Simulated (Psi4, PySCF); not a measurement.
The PySCF input:
```python
from pyscf import gto, scf, dft

mol = gto.Mole()
mol.atom = '''
    Al   -0.267434   -0.389866   -0.348172
    C     1.808614   -0.082246   -0.554623
    H     2.385613   -0.953469   -0.213630
    H     2.225080    0.780883   -0.015246
    H     2.090376    0.063333   -1.608299
    C    -0.574587   -0.491818    1.735728
    H    -1.642011   -0.603277    1.978854
    H    -0.227807    0.374193    2.318045
    H    -0.079055   -1.366980    2.179183
    F    -0.964412    1.135329   -0.799922
'''
mol.basis = 'sto-3g'
mol.charge = -1
mol.spin = 1
mol.verbose = 3
mol.build()

mf = dft.UKS(mol)
mf.xc = 'b3lyp'
mf.grids.atom_grid = (99, 590)
mf.grids.prune = None
mf.kernel()
```

Give the equivalent Psi4 input.

This is not unique; one that fits is 
```
memory 2 GB

molecule {
-1 2
Al   -0.26743447   -0.38986576   -0.34817249
C     1.80861426   -0.08224615   -0.55462333
H     2.38561298   -0.95346930   -0.21363024
H     2.22508040    0.78088337   -0.01524576
H     2.09037588    0.06333279   -1.60829854
C    -0.57458685   -0.49181827    1.73572816
H    -1.64201132   -0.60327691    1.97885445
H    -0.22780708    0.37419314    2.31804546
H    -0.07905531   -1.36697989    2.17918314
F    -0.96441243    1.13532868   -0.79992168
}

set {
  basis sto-3g
  reference uks
  scf_type pk
  puream true
  d_convergence 1e-8
  dft_radial_points 99
  dft_spherical_points 590
}

energy('b3lyp')
print_variables()
```

Both were run: PySCF gave -416.638810 Eh and Psi4 -416.638805 Eh, 0.005 mEh apart.
